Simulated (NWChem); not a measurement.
Lowest excitation of H₂S₂Si

```xyz
5

Si     0.4343     0.9224     0.0000
S      1.3779    -1.0413     0.0000
H      0.2833    -1.8621     0.0000
S     -1.6401     0.2559     0.0000
H     -2.1686     1.5147     0.0000
```
Charge 0, spin multiplicity 1.

All runs are NWChem calculations. Structure: optimised with PBE/def2-SVP, a minimum by its harmonic frequencies. It is one conformer; others weren't searched.

Basis set: def2-SVPD.

The correlated methods keep 15 core orbitals frozen. The structure started from a generated list of species. Coupled-cluster values serve here as a point of comparison, not as the truth.

Problem. Order these methods by the lowest vertical singlet excitation energy they give, lowest first: TD-PBE, EOM-CCSD, CIS.

Solution. TD-PBE (3.74 eV), EOM-CCSD (3.95 eV), CIS (4.11 eV)
